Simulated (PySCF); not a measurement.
Two species compared at the same levels of theory.

First species: C6H11FOSi.
Cartesian coordinates in Å at the GFN2-xTB level; atoms count from 1:
```xyz
20
C6H11FOSi angstrom
C     -1.628    0.679    1.370
C     -1.337   -0.019    0.276
C     -2.181   -1.169   -0.184
C     -0.174    0.300   -0.569
F      0.011   -0.621   -1.585
Si     0.426    2.070   -1.020
C      1.165    0.734    0.090
O      2.330    0.128   -0.371
C      2.509   -1.189    0.106
H     -2.480    0.429    1.978
H     -1.036    1.516    1.696
H     -3.027   -1.318    0.481
H     -2.546   -0.982   -1.194
H     -1.589   -2.083   -0.217
H     -0.291    3.159   -0.386
H      1.025    2.187   -2.329
H      1.106    0.778    1.180
H      3.459   -1.536   -0.296
H      1.708   -1.852   -0.232
H      2.544   -1.202    1.203
```

Second species: C4H15NOSi3.
InChI=1S/C4H15NOSi3/c1-5(2)3(6)9-4(7)8/h4H,9H2,1-2,7-8H3

Levels: PBE0/pcSseg-1 for dipole moment, HOMO energy, LUMO energy and HOMO–LUMO gap; GFN2-xTB for rotational constant A and rotational constant C. Geometries: GFN2-xTB. Each species is one conformer at its optimised geometry, gas phase, non-relativistic unless stated; the electronic structure was computed with PySCF and density fitting.

Dipoles, sizes and rotational constants follow the conformer. The torsions of the flexible species, by atom-mapped SMILES:
- `[CH2:1]=[C:2]([CH3:3])[C@@:4]1([F:5])[SiH2:6][C@@H:7]1[O:8][CH3:9]`: C1–C2–C4–F5 175°, Si6–C7–O8–C9 -153°
- `[CH3:1][N:2]([CH3:3])[C:4](=[O:5])[SiH2:6][CH:7]([SiH3:8])[SiH3:9]`: C1–N2–C4–O5 -178°, N2–C4–Si6–C7 171°, C4–Si6–C7–Si8 28°

(1) Which has the higher HOMO energy?

(2) Which of the two has the higher dipole moment, and by how much?

(3) Which of the two has the higher rotational constant A, and by how much?

(4) Which has the higher rotational constant C?

(5) Which of the two has the higher LUMO energy, and by how much?

(6) Which has the higher HOMO–LUMO gap?

## Answers

(1) The first: -6.33 eV against -7.21 eV, a difference of 0.88 eV.

(2) The second: 5.13 D against 1.14 D, a difference of 3.99 D.

(3) The second: 1.845 GHz against 1.716 GHz, a difference of 0.129 GHz.

(4) The first: 0.929 GHz against 0.429 GHz, a difference of 0.500 GHz.

(5) The second: -0.30 eV against -0.42 eV, a difference of 0.12 eV.

(6) The second: 6.91 eV against 5.91 eV, a difference of 1.00 eV.

On the first: The dipole equals about 3.8 × 10⁻³⁰ C·m (1 D = 3.33564 × 10⁻³⁰ C·m). A dipole of 1.14 D is allowed in C1, and pure rotational transitions are dipole-allowed.

On the second: A dipole of 5.13 D is allowed in C1, and pure rotational transitions are dipole-allowed. The dipole equals about 17.1 × 10⁻³⁰ C·m (1 D = 3.33564 × 10⁻³⁰ C·m).
